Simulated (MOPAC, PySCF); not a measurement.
CH₃BF₂, SMILES `BC(F)F` (H–B–C–F torsion 32°), neutral singlet in the gas phase. 

Cartesian coordinates (Å):
SMILES: FC(F)B
```xyz
7

B      0.9565    -0.0464     0.0384
C     -0.6205     0.0211    -0.0533
F     -1.2466    -0.8445     0.7967
F     -1.1242     1.2628     0.2079
H      1.4658    -1.0821     0.3056
H      1.5862     0.9164    -0.2441
H     -0.9367    -0.2454    -1.0747
```
Charge 0, spin multiplicity 1.

All levels are single points at this geometry (M06-2X/def2-TZVP); Pople sets use spherical d functions. Orbital energies aren't observables, and empty levels follow the basis.

PM3 in MOPAC gives dipole (D) = 1.81.

Task: Estimate the dipole (D) from each of these levels: B3LYP-D3(BJ)/def2-TZVP in PySCF; M06-2X/def2-TZVP in PySCF; PBE-D3(BJ)/def2-TZVP in PySCF; M06-2X/6-31G* in PySCF; SVWN5/6-31G* in PySCF.

Result: 
| level | dipole (D) |
|---|---|
| B3LYP-D3(BJ)/def2-TZVP in PySCF | 1.96 |
| M06-2X/def2-TZVP in PySCF | 2.08 |
| PBE-D3(BJ)/def2-TZVP in PySCF | 1.77 |
| M06-2X/6-31G* in PySCF | 1.88 |
| SVWN5/6-31G* in PySCF | 1.59 |
